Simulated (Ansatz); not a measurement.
System: sulfur hexafluoride, SF$_{6}$ (charge 0, singlet). 
Geometry from a B3LYP-D3(BJ)/def2-TZVP (Ansatz, a program for electronic structure) optimisation:
```xyz
7

F      0.6290    -0.4582    -1.3732
S      0.0000     0.0000     0.0000
F      1.2744    -0.5348     0.7623
F     -0.6866    -1.4125     0.1568
F     -1.2744     0.5348    -0.7623
F      0.6866     1.4125    -0.1568
F     -0.6290     0.4582     1.3732
```

Quantity: atomisation energy (electronic, to ground-state atoms), in eV. Correlated levels leave the core frozen unless marked. UHF or UKS for open shells. Spin-orbit coupling is left out. Non-relativistic. The coupled-cluster limit lacks core correlation, which all-electron functionals hold. CBS marks a two-point X^-3 extrapolation of the correlation energy; Hartree-Fock from the larger set. [CCSD(T)-MP2]/basis is that difference in the basis named.

| level | program | atomisation energy (eV) |
|---|---|---|
| r2SCAN-D4/def2-TZVPD | Ansatz + dftd4 | 21.24 |
| BHLYP-D4/def2-TZVPD | Ansatz + dftd4 | 17.97 |
| CAM-B3LYP/def2-TZVPD | Ansatz | 20.53 |

Question: What does RI-MP2/CBS(cc-pV(T+d)Z,cc-pV(Q+d)Z)+[CCSD(T)-MP2]/cc-pV(T+d)Z (Ansatz) give?

Answer: 20.91 eV
